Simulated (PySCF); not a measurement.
## TiN₂ + H₂O → H₂TiO + N₂

Level: PBE0 in the def2-TZVP basis family, all electrons, no relativity, computed in PySCF with density fitting; open shells unrestricted.

| species | state and structure | ZPE (kJ/mol) | H(298 K) − H(0) (kJ/mol) | S° (J/(mol K)) |
| --- | --- | --- | --- | --- |
| TiN₂ | triplet, C2v, N–N 1.202 Å, Ti–N 1.933 Å (×2); N–N–Ti 71.9° (×2), N–Ti–N 36.2° | 16.5 | 11.0 | 264.1 |
| H₂O | singlet, C2v, O–H 0.960 Å (×2); H–O–H 105.1° | 56.5 | 9.9 | 188.7 |
| H₂TiO | singlet, Cs, Ti–H 1.721 Å (×2), Ti–O 1.583 Å; H–Ti–H 115.6°, H–Ti–O 107.2° (×2) | 36.7 | 11.6 | 254.1 |
| N₂ | singlet, D∞h, N–N 1.089 Å | 14.9 | 8.7 | 191.4 |

Task: Is the gas-phase reaction uphill or downhill in electronic energy at this level, and by how much?

Result: At PBE0/def2-TZVP, ΔE = -191.7 kJ/mol, downhill. 

Task: Add zero-point, thermal and entropy terms for 298.15 K and 1 bar.

Result: ΔZPE = -21.4 and Δ[H(298) − H(0)] = -0.6 kJ/mol give ΔH° = -213.7 kJ/mol. ΔS° = -7.3 J/(mol K), so ΔG° = -213.7 − 298.15 × (-0.0073) = -212 kJ/mol.

Open d or f shells are single determinants, so the state found may not be the ground state. Each species is the lowest minimum found with this bonding; other isomers or fragments can lie lower.
